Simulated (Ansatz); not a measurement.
C₃H₁₀BN (`CBCNC`) at its PBE0-D4/def2-TZVP geometry, where that method's forces vanish. Total charge 0; spin multiplicity 1.

```xyz
15

C     0.3669    1.6459    0.9720
B    -0.8422    0.6706    0.9130
C    -1.1087   -0.3476   -0.2412
N    -0.0727   -0.4962   -1.2464
C     1.0589   -1.2586   -0.7690
H     1.0381    1.2930    1.7691
H     0.9413    1.6997    0.0456
H     0.0675    2.6506    1.2854
H    -1.6659    0.6982    1.7907
H    -1.4523   -1.3135    0.1806
H    -2.0144    0.0666   -0.7175
H    -0.4510   -0.9467   -2.0693
H     0.7899   -2.2523   -0.3702
H     1.7818   -1.3979   -1.5754
H     1.5627   -0.7117    0.0325
```

(1) What forces (eV/Å) does r2SCAN-D4/def2-TZVPP give on these atoms in Ansatz 0.2.0? (Estimate.)

## Answers

(1) Ansatz gave: 
```
C1  -0.014 -0.004 -0.022
B2  -0.014  0.009  0.044
C3  -0.130  0.051  0.167
N4   0.022  0.147 -0.224
C5   0.182 -0.098  0.056
H6  -0.005  0.020 -0.015
H7   0.007 -0.002  0.020
H8   0.019 -0.015  0.006
H9   0.013 -0.001 -0.018
H10 -0.024 -0.037  0.002
H11 -0.008 -0.014 -0.004
H12 -0.014 -0.034 -0.036
H13 -0.003 -0.022  0.013
H14 -0.014  0.000  0.012
H15 -0.017 -0.001 -0.002
```
